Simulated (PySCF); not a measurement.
Species: C₆H₉FOSi.
Structure used (PBE0-D3(BJ)/def2-SVP), in Å, numbered top down from 1:
```
atom  x, y, z in Å
C1     3.7533   -0.3627   -0.7968
C2     2.3703   -0.6115   -0.4422
C3     1.2077   -0.8290   -0.1485
Si4   -0.5132   -1.1420    0.3147
F5    -0.5323   -2.5431    1.1345
C6    -1.4714    0.1924    1.1983
C7    -2.8610   -0.0318    0.5800
C8    -2.6552   -0.4097   -0.8909
O9    -1.5214   -1.2536   -1.0046
H10    4.1522   -1.1867   -1.4092
H11    3.8516    0.5689   -1.3752
H12    4.3807   -0.2746    0.1037
H13   -1.4684    0.1331    2.2956
H14   -1.0637    1.1780    0.9142
H15   -3.5195    0.8466    0.6727
H16   -3.3613   -0.8662    1.0999
H17   -2.4933    0.4975   -1.5029
H18   -3.5326   -0.9329   -1.3032
```

Computed with PySCF at B3LYP/def2-SVPD, non-relativistic, on one gas-phase PBE0-D3(BJ)/def2-SVP geometry that isn't relaxed in the solvent. The solvent is an IEF-PCM continuum (van der Waals radii × 1.2), and excitations are vertical TDDFT with non-equilibrium linear response and a frozen core. Only the electrostatic response of the medium enters.

Gas-phase singlets (H = HOMO, L = LUMO):

| state | E (eV) | λ (nm) | f | leading configurations |
| --- | --- | --- | --- | --- |
| S1 | 5.860 | 212 | 0.000 | H-1→L 46%, H→L+1 27% |
| S2 | 6.028 | 206 | 0.005 | H-1→L+1 39%, H→L 34% |
| S3 | 6.036 | 205 | 0.001 | H→L+1 49%, H-1→L 25% |
| S4 | 6.913 | 179 | 0.039 | H-2→L 74%, H→L 16% |
| S5 | 7.002 | 177 | 0.006 | H→L+2 88% |

Question: How does the list change in acetone (ε = 20.49)?

Answer: 
| state | E (eV) | λ (nm) | f | leading configurations | change by rank (eV) |
| --- | --- | --- | --- | --- | --- |
| S1 | 5.888 | 211 | 0.000 | H-1→L 50%, H→L+1 27% | +0.028 |
| S2 | 6.036 | 205 | 0.008 | H-1→L+1 47%, H→L 45% | +0.008 |
| S3 | 6.044 | 205 | 0.002 | H→L+1 54%, H-1→L 37% | +0.008 |
| S4 | 6.922 | 179 | 0.051 | H-2→L 75%, H→L 15% | +0.009 |
| S5 | 7.061 | 176 | 0.072 | H-2→L+1 73%, H→L+1 11% | +0.059 |

Question: How do the frontier levels move from gas to acetone?

Answer: 
```csv
orbital,gas (eV),solvent (eV),change (eV),"Löwdin shares, gas","Löwdin shares, solvent"
LUMO+2,0.23,0.32,+0.09,"C1 23 %, C2 16 %, Si4 10 %, H11 7 %","Si4 19 %, C2 16 %, C1 11 %, C3 10 %"
LUMO+1,-0.18,-0.25,-0.07,"C2 26 %, C3 26 %, Si4 16 %, C1 8 %","C2 26 %, C3 25 %, Si4 17 %, F5 7 %"
LUMO,-0.26,-0.31,-0.05,"C2 27 %, C3 26 %, Si4 17 %, C1 8 %","C2 27 %, C3 25 %, Si4 17 %, C1 7 %"
HOMO,-7.62,-7.68,-0.06,"C3 28 %, C2 27 %, O9 19 %, C1 5 %","C3 29 %, C2 27 %, O9 15 %, C1 6 %"
HOMO-1,-7.74,-7.79,-0.05,"C3 38 %, C2 36 %, C1 7 %, Si4 4 %","C3 37 %, C2 33 %, C1 7 %, Si4 4 %"
HOMO-2,-8.16,-8.22,-0.06,"O9 35 %, C3 12 %, C8 12 %, C2 10 %","O9 32 %, C8 13 %, C3 11 %, C2 9 %"
HOMO-3,-8.60,-8.63,-0.03,"O9 29 %, C6 22 %, Si4 12 %, C7 7 %","C6 25 %, O9 20 %, Si4 14 %, C3 9 %"
```

The HOMO–LUMO gap goes from 7.35 to 7.37 eV. Rows go by rank; for LUMO+2 the atom shares or the degeneracy differ between the runs, so the row needn't follow one orbital.

Hardware: an Arm Neoverse V1 with one thread, shared host with 32 logical CPUs at a one-minute load of 21. Cost: 57 s wall, 1.3 GiB resident at most. This is the whole response run at B3LYP/def2-SVPD in acetone, SCF included.
